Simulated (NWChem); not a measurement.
Species: CH4F3NSi; SMILES NC[Si](F)(F)F

```xyz
10

N     -0.1047     2.3853     0.0000
C      0.8506     1.2826     0.0000
Si     0.0522    -0.3910     0.0000
F     -0.8990    -0.5593    -1.2858
F      1.0785    -1.6256     0.0000
F     -0.8990    -0.5593     1.2858
H     -0.7099     2.3462    -0.8176
H     -0.7099     2.3462     0.8176
H      1.5190     1.3717    -0.8737
H      1.5190     1.3717     0.8737
```
Atoms are numbered in this order, from 1.

Results from NWChem. Pople sets run with spherical d functions. The geometry was optimised at PBE0/def2-SVP. B3LYP is NWChem's, with the RPA form of VWN correlation. Atomic charges in e: unrestrained fits to the electrostatic potential beside Mulliken populations; buried atoms are poorly determined by the fit.

For level B3LYP/def2-SVP:

```
Item          Result
------------  ------
ESP N1         -0.73
Mulliken N1    -0.23
Mulliken C2    -0.14
ESP Si3         0.98
Mulliken Si3    1.03
Mulliken F4    -0.33
Mulliken F5    -0.32
```

How do the values read with level Hartree-Fock/6-31G* instead?

The ESP N1 is -0.87 and the Mulliken N1 is -0.86. The Mulliken C2 is -0.43 and the ESP Si3 comes out as 1.11. The Mulliken Si3 is 1.73 and the Mulliken F4 comes out as -0.53. The Mulliken F5 is -0.52.
